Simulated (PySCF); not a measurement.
**Electronic structure of Sr+ (strontium, charge +1) at the MN15 level**

Configuration: [Kr] 5s1, 2S determinant. Calculation: PySCF 2.14, in x2c-TZVPall; the spin-free X2C one-electron Hamiltonian (Gaussian nucleus).

```json
{"Total energy": "-3181.00 hartree", "One-electron energy": "-4386.71 hartree", "Hartree (Coulomb) energy": "1313.32 hartree", "Exchange-correlation energy": "-107.60 hartree", "⟨S²⟩": "0.7503", "⟨L²⟩": "0.000", "Sum of ⟨r⟩": "26.30 bohr", "Sum of ⟨r²⟩": "44.02 bohr²", "Langevin diamagnetic susceptibility": "-34.9 ×10⁻⁶ cm³/mol", "Time after the integrals": "1.8 s of wall time on 1 thread of Intel(R) Xeon(R) Platinum 8375C CPU @ 2.90GHz (shared host)"}
```

```csv
shell,electrons,mean orbital energy (hartree),"rms radius, mean of both spins (bohr)"
1s α,1,-585.40576,0.0450
1s β,1,-585.40524,0.0450
2s β,1,-78.88438,0.188
2s α,1,-78.88423,0.188
2p β,3,-70.82146,0.166
2p α,3,-70.82111,0.166
3s α,1,-12.28595,0.535
3s β,1,-12.28516,0.535
3p β,3,-9.70156,0.541
3p α,3,-9.70137,0.541
3d β,5,-5.13218,0.550
3d α,5,-5.13213,0.550
4s α,1,-1.87107,1.46
4s β,1,-1.86307,1.46
4p α,3,-1.18149,1.67
4p β,3,-1.17519,1.67
5s α,1,-0.34841,4.19
```

Densities and radii are taken from the X2C orbitals without a picture-change correction, which distorts them close to the nucleus.
